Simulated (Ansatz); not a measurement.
The cluster SiAu₃⁺. Charge 1, multiplicity 3. Geometry PBE-D4/def2-SVP; atoms count from 1.

```
atom   x (Å)   y (Å)   z (Å)
 Au1  -2.350  -0.199   0.437
 Au2   1.267  -1.138  -0.963
 Au3   1.458   0.863   0.977
 Si4  -0.375   0.473  -0.451
```

In the def2 sets Au takes a core potential; there is no spin–orbit coupling. At PBE0-D4/def2-TZVP a singlet of charge 1 lies 0.60 eV below the triplet, each at its own geometry. The structure comes from a short search, and lower isomers may exist.

Q: Estimate the Mulliken populations from the PBE0/def2-TZVP orbitals of Ansatz.

A: 
```tsv
atom	charge (e)	spin (α − β)	d electrons
Au1	0.44	0.25	9.64
Au2	0.46	0.43	9.62
Au3	0.46	0.43	9.62
Si4	-0.35	0.89	–
```
Mulliken values and Mayer orders depend strongly on the basis.

Q: Where does the spin sit?

A: Summed by element: Au 1.11, Si 0.89, of 2 unpaired in all. Largest on single atoms: Si4 0.89, Au3 0.43, Au2 0.43.

Q: And the Mayer bond orders between bonded heavy atoms (over 0.3)?

A: Au1–Si4 1.28 (2.27 Å); Au2–Au3 0.31 (2.79 Å); Au2–Si4 1.05 (2.36 Å); Au3–Si4 1.05 (2.36 Å).
